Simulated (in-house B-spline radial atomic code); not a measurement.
Computed with a B-spline radial atomic code. Model: two electrons, singlet ground state, non-relativistic, full CI in B-splines with partial waves to l = 8 (at full coupling up to 3e-4 hartree above the limit, correlation up to 0.6 % small), density held at that of full coupling by Lieb maximisation.

W(λ) is the mean repulsion in the state of coupling λ less the Hartree energy of the fixed density. Its start is exact exchange, its initial slope is twice the second-order Görling-Levy correlation energy, and its area from 0 to 1 is E_xc. A straight curve means weak, dynamic correlation, and a curve that drops fast and flattens means strong correlation.

Command:
```bash
python run_ac.py task.json out
```
Settings (lengths in bohr, energies in hartree):
```
potential              coulomb
strength               0.828
lmax                   8
wall_radius            2.95
```

Time taken, with all properties: 1.5 s on 1 thread of Intel(R) Xeon(R) Processor @ 2.30GHz, with other jobs on the host.

**W = mean repulsion less Hartree energy, and W of three functionals.**

Given: confinement point charge; nuclear charge 0.828; hard wall radius 2.95 bohr; external potential -Z/r.

Computed: PBE exchange minus exact 29.226 millihartree; SCAN exchange minus exact 0.9471 millihartree.

```
coupling  W xc (hartree)  W xc minus exchange (millihartree)  kinetic minus Kohn-Sham (millihartree)  LDA (PW92) W minus its exchange (millihartree)  PBE W minus its exchange (millihartree)  SCAN W minus its exchange (millihartree)
       0        -0.68078                                   0                                       0                                               0                                        0                                         0
    0.02        -0.68273                              -1.945                                    0.02                                          -11.07                                    -2.73                                     -1.91
    0.05        -0.68559                               -4.81                                    0.12                                          -22.32                                    -6.78                                     -4.68
    0.12        -0.69204                             -11.261                                    0.67                                          -41.91                                   -15.83                                    -10.85
    0.25               ?                                   ?                                       ?                                               ?                                        ?                                         ?
     0.4        -0.71493                             -34.144                                    6.51                                          -91.79                                   -46.68                                    -32.55
     0.6        -0.72884                             -48.062                                   13.44                                         -116.36                                   -64.67                                    -45.85
     0.8        -0.74111                              -60.33                                   22.01                                         -136.32                                   -80.24                                    -57.72
       1               ?                                   ?                                       ?                                               ?                                        ?                                         ?
     1.4        -0.77042                             -89.635                                   53.75                                         -180.55                                  -116.96                                     -86.9
       2         -0.7919                             -111.11                                   89.96                                         -211.55                                  -144.03                                   -109.21
       3        -0.81729                             -136.51                                   152.6                                         -248.04                                  -176.88                                   -136.69
     4.5        -0.84198                              -161.2                                  243.76                                         -284.38                                  -210.36                                   -164.34
       7         -0.8665                             -185.71                                  381.83                                         -322.26                                  -245.83                                   -191.91
      10         -0.8839                             -203.11                                  527.63                                         -350.74                                  -272.78                                    -210.7
```

(1) What belongs in the row 0.25?

(2) What belongs in the row 1?

(3) What is the LDA exchange minus exact?

**Energy parts, natural occupations and partial-wave weights.**

Computed: total energy 0.2341 hartree; exchange energy -0.68078 hartree; initial slope twice GL2 -0.097922 hartree; kinetic part over minus potential part 0.44624; Hartree energy 1.3616 hartree; Kohn-Sham kinetic 1.2497 hartree; Lieb Oxford ratio E_xc over LDA exchange 1.2357.

| natural | occupation of the shell (electrons) |
| --- | --- |
| s | 1.9689 |
| p | 0.027073 |
| s | 0.0027417 |
| d | 0.00086265 |
| p | ? |
| f | 0.00010279 |

(4) What belongs in the row p?

```csv
wave,weight
s,0.98582
p,0.013657
d,0.0004525
f,?
g,1.2648e-05
```

(5) What belongs in the row f?

(6) What is the correlation energy?

(7) What is the kinetic part of the DFT correlation energy?

Answers

(1) W xc (hartree): -0.70321; W xc minus exchange (millihartree): -22.431; kinetic minus Kohn-Sham (millihartree): 2.72; LDA (PW92) W minus its exchange (millihartree): -68.48; PBE W minus its exchange (millihartree): -31.13; SCAN W minus its exchange (millihartree): -21.44.

(2) W xc (hartree): -0.75199; W xc minus exchange (millihartree): -71.212; kinetic minus Kohn-Sham (millihartree): 31.78; LDA (PW92) W minus its exchange (millihartree): -153.17; PBE W minus its exchange (millihartree): -93.91; SCAN W minus its exchange (millihartree): -68.4.

(3) 97.921 millihartree.

(4) occupation of the shell (electrons): 0.00022806.

(5) weight: 5.6443e-05.

(6) -0.039435 hartree.

(7) 0.031778 hartree.

Half-way to full coupling W has made 58 % of its drop, against 50 % for a straight line, and second-order (GL2) theory, half the initial slope, overshoots the correlation energy by about 24 %: a moderate bend, as in light atoms. Over couplings 0 to 1 the errors in E_xc come to about +40 millihartree for LDA, +16 millihartree for PBE, +2.7 millihartree for SCAN, so SCAN is nearest. In LDA and PBE the errors of exchange and correlation have opposite signs, so the sum is smaller than the larger of the two.
